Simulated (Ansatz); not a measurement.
```yaml
crystal:
  periodic: [false, false, false]
  atoms:
    - {symbol: Hf, position_ang: [1.338222, 0.275268, 0.657102]}
    - {symbol: Hf, position_ang: [-0.911178, 1.700684, 0.667057]}
    - {symbol: Hf, position_ang: [-1.008116, -0.442503, -0.839541]}
    - {symbol: Si, position_ang: [0.490883, -2.206432, -0.019389]}
basis:
  gaussian: {orbitals: def2-TZVP, final_grid: {core_spheres: 8, valence_spheres: 7, degree: 23}}
hamiltonian: {xc: {name: rPW86-PBE}, dispersion: d3bjatm}
scf: {omitted_lower_state_checks: [starts]}
output: {forces: true}
```

```sh
$ ansatz run in.yaml --threads 4 --pin off --events-out ev --progress --plain --max-ram 3916MiB
```

It prints (some lines left out):

```
Functional definition: rPW86-PBE
1287 factors; their error is unknown
mean field evaluation 1: about -11790.6107 eV, gradient 7.5e1 eV
mean field evaluation 2: about -11588.6825 eV, gradient 2.1e2 eV
mean field evaluation 4: about -11635.4009 eV, gradient 2.3e2 eV
mean field evaluation 8: about -11808.8556 eV, gradient 3.1e-1 eV
mean field -11808.83870133 eV, -433.9668179554 hartree, gradient 2.0e-5 eV, S^2 0.000000; 0 other end points of the search recorded, 0 dependent functions left out
reference -11808.83879046 eV, -433.9668212310 hartree; 25, 25 occupied and 132, 132 virtual orbitals, 1287 factors
Total energy: -11809.02683537 eV, -433.9737317541 hartree
Atom 0 at     1.338222     0.275268     0.657102 Å, force    -0.187833    -0.994094    -0.407327 eV/Å
Atom 1 at    -0.911178     1.700684     0.667057 Å, force    -0.266376     0.873603     0.569736 eV/Å
Atom 2 at    -1.008116    -0.442503    -0.839541 Å, force    -0.252930    -0.076132    -0.694777 eV/Å
Atom 3 at     0.490883    -2.206432    -0.019389 Å, force     0.707139     0.196623     0.532368 eV/Å
Dipole moment:    -0.192782     0.780830     0.016331 e Å
Checks for a lower state left out: starts
```

Hardware: 4 threads of Arm Neoverse V2 on a shared host. Wall time 3.4 s.

In the def2 sets Hf takes a core potential; there is no spin–orbit coupling. The restricted singlet is unstable towards broken spin symmetry at other levels; at RKS rPW86-PBE-D3(BJ)-ATM/def2-TZVP this wasn't settled.
